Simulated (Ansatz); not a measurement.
Calculated with Ansatz (gas phase, PBE0-D4/def2-TZVP geometries, no zero-point term in ΔE). CCSD(T)/CBS is the MP2 limit (def2-TZVPP, def2-QZVPP) plus CCSD(T) − MP2 in def2-TZVPP, frozen cores. This one scheme is used for every species, atoms too. DFT in def2-TZVPP. B3LYP here is the variant with VWN-RPA as its local correlation; programs differ in this. HSE06 is defined as in plane-wave codes. No spin–orbit coupling; open shells (•) take unrestricted orbitals. Spin–orbit coupling would lower the free atoms: a little for C, O, Si. Bonds to Zn are less sure, by a few kJ/mol each and by 10 to 20 or more in all where they break to atoms, as the def2 sets lack core-valence functions. Scalar relativity is left out up to krypton. Each species was taken in one conformer, which may not be the lowest.

Consider the atomization: `C[SiH2][O][ZnH]` → C• + 6 H• + O• + Si• + Zn (atom).

(1) What is ΔE at CCSD(T)/CBS? (Estimate.)

(2) What do these levels give: LDA (SPW92), PBE-D4, r2SCAN-D4, B3LYP-D4, r2SCANh-D4, r2SCAN0-D4, ωB97X-V, ωB97M-V, HSE06, BHLYP, MP2/def2-SVP, SCS-MP2/def2-QZVPP? (Best estimate.)

Largest T1 diagnostic among the species: 0.017.

Answers

(1) The calculation gave: +3264.5 kJ/mol.

(2) The calculation gave: LDA (SPW92) 3658.6, PBE-D4 3252.7, r2SCAN-D4 3272.3, B3LYP-D4 3234.7, r2SCANh-D4 3254.8, r2SCAN0-D4 3230.4, ωB97X-V 3278.3, ωB97M-V 3262.6, HSE06 3210.0, BHLYP 3151.8, MP2/def2-SVP 3094.1, SCS-MP2/def2-QZVPP 3278.9 kJ/mol.

In def2-TZVPP, CCSD(T) changes the Hartree–Fock value by +753.7 kJ/mol (the triples alone add +36.6 kJ/mol) and MP2 by +795.4 kJ/mol; breaking electron pairs costs correlation energy, which Hartree–Fock lacks. From r2SCAN to r2SCAN0 (25 % exact exchange), in def2-TZVPP and without D4, ΔE moves by −42.7 kJ/mol: exact exchange takes away binding that semilocal exchange gives to molecules.

For atomizations the MP2-based limit and the directly extrapolated one differ by several kJ/mol either way, and by 10 to 25 for some Ge, Se and Sn compounds, so smaller differences from it don't rank the levels.
